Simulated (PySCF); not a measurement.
dihydroxy(methoxymethyl)silane (C2H8O3Si), SMILES COC[SiH](O)O. Atoms are numbered in the order given.

```xyz
14

C      2.6216    -0.1824    -0.9838
O      1.3208    -0.3756    -0.4927
C      0.7395     0.7834     0.0886
Si    -0.9965     0.2449     0.6199
O     -2.0049     0.6565    -0.6408
O     -0.8966    -1.3914     0.8886
H      2.6469     0.5858    -1.7819
H      2.9716    -1.1379    -1.4017
H      3.3191     0.1333    -0.1819
H      0.7001     1.6194    -0.6385
H      1.3399     1.1351     0.9544
H     -1.4698     0.8770     1.8780
H     -2.9298     0.3929    -0.5660
H     -0.1472    -1.7561     0.3904
```

Coordinates come from a B3LYP-D3(BJ)/def2-SVP optimisation. One conformer was computed; it need not be the lowest.

Two levels are set side by side: PBE/pcSseg-1 (PySCF) and HF/pcSseg-1 (PySCF). GIAO shifts against H2O (¹⁷O), TMS (²⁹Si), TMS (¹H), TMS (¹³C) at the same level; non-relativistic, no solvent, atoms listed together averaged. Differences are taken from unrounded values.

| quantity | PBE |
|---|---|
| δ(¹³C) of C1 (ppm) | 68.0 |
| δ(¹⁷O) of O2 (ppm) | 13.2 |
| δ(¹³C) of C3 (ppm) | 69.2 |
| δ(²⁹Si) of Si4 (ppm) | -17.6 |
| δ(¹H) of H12 (ppm) | 5.36 |

These are the PBE values. What does HF give? (An estimate is asked for; the answer gives what the named calculation found.)


```tsv
quantity	HF	PBE minus HF
δ(¹³C) of C1 (ppm)	59.5	8.5
δ(¹⁷O) of O2 (ppm)	-30.1	43.3
δ(¹³C) of C3 (ppm)	57.8	11.3
δ(²⁹Si) of Si4 (ppm)	-25.4	7.7
δ(¹H) of H12 (ppm)	4.44	0.92
```

Rough cost on one machine, each run with all the roots and properties that it gave: HF against PBE within a factor of 2.
